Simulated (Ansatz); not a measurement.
```yaml
crystal:
  periodic: [false, false, false]
  atoms:
    - {symbol: F, position_ang: [-1.079814, -0.292420, -2.309812]}
    - {symbol: C, position_ang: [-0.569980, 0.258535, -1.218095]}
    - {symbol: C, position_ang: [-0.066190, -0.473492, -0.239426]}
    - {symbol: F, position_ang: [-0.032890, -1.802817, -0.290669]}
    - {symbol: C, position_ang: [0.533033, 0.077388, 1.011232]}
    - {symbol: F, position_ang: [0.561896, 1.427280, 0.960981]}
    - {symbol: F, position_ang: [-0.212632, -0.285478, 2.083260]}
    - {symbol: H, position_ang: [-0.595726, 1.338372, -1.190177]}
    - {symbol: H, position_ang: [1.550902, -0.293665, 1.175708]}
basis:
  gaussian: {orbitals: def2-TZVP}
total_charge: 1
magnetization: {spin_polarized: true, initial_magnetization: 1}
hamiltonian: {xc: {name: PBE0}, dispersion: d4, pseudopotentials: {relativity: none}}
```

```sh
$ ansatz run in.yaml --threads 4 --pin off --events-out ev --progress --plain --max-ram 10444MiB
```

Shortened log:

```
Functional definition: PBE0
1252 factors; their error is unknown
mean field evaluation 1: about -13986.7091 eV, gradient 4.1e1 eV
mean field evaluation 2: about -13984.6778 eV, gradient 5.1e1 eV
mean field evaluation 4: about -13991.2511 eV, gradient 2.3e0 eV
mean field evaluation 8: about -13991.2658 eV, gradient 1.0e-1 eV
mean field evaluation 16: about -13991.3014 eV, gradient 1.3e-3 eV
mean field -13991.30136985 eV, -514.1708416974 hartree, gradient 5.5e-5 eV, S^2 0.752527; 0 other end points of the search recorded, 0 dependent functions left out
reference -13991.30139175 eV, -514.1708425020 hartree; 28, 27 occupied and 201, 202 virtual orbitals, 1252 factors
Total energy: -13991.41882852 eV, -514.1751582237 hartree
```

Run time 4.8 s (4 threads of an Arm Neoverse V1 on a shared host); peak host memory 0.72 GiB.
